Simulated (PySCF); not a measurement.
## From computed data to an observable: chemical shift, span and skew from a shielding tensor

C4H5F, SMILES F[C@H]1C=CC1. Atoms are numbered in the order given.

```xyz
10

F     -1.5142     0.6658     0.4302
C     -0.5182     0.1847    -0.3753
C      0.8537     0.7781    -0.2002
C      1.4098    -0.4138     0.0650
C      0.1031    -1.1715     0.0544
H     -0.8910     0.1923    -1.4153
H      1.2401     1.7932    -0.3173
H      2.4434    -0.7439     0.2018
H      0.0026    -2.0138    -0.6504
H     -0.2576    -1.4846     1.0464
```

Coordinates come from a PBE0-D3(BJ)/def2-SVP optimisation. The structure was generated by enumeration; whether it is a known compound was not checked.

GIAO shieldings from HF/pcSseg-1 in PySCF, non-relativistic, no solvent. The symmetric part of the tensor of C3 has the principal values -84.0, 63.4, 149.9 ppm. The same nucleus in TMS has σ = 192.6 ppm at this level (PySCF, at its B3LYP-D3(BJ)/def2-TZVP geometry).

**Question.** Work out the isotropic shielding, the ¹³C shift against TMS, the span and the skew.

**Answer.** 
σ(iso) = (σ11 + σ22 + σ33)/3 = 43.1 ppm. δ = σ(ref) − σ(iso) = 192.6 − (43.1) = 149.5 ppm.
Span Ω = σ33 − σ11 = 233.9 ppm. Skew κ = 3(σ(iso) − σ22)/Ω = -0.26. Tumbling in solution averages the tensor to δ; in a static solid the shielding alone would spread this spin-1/2 line over Ω.
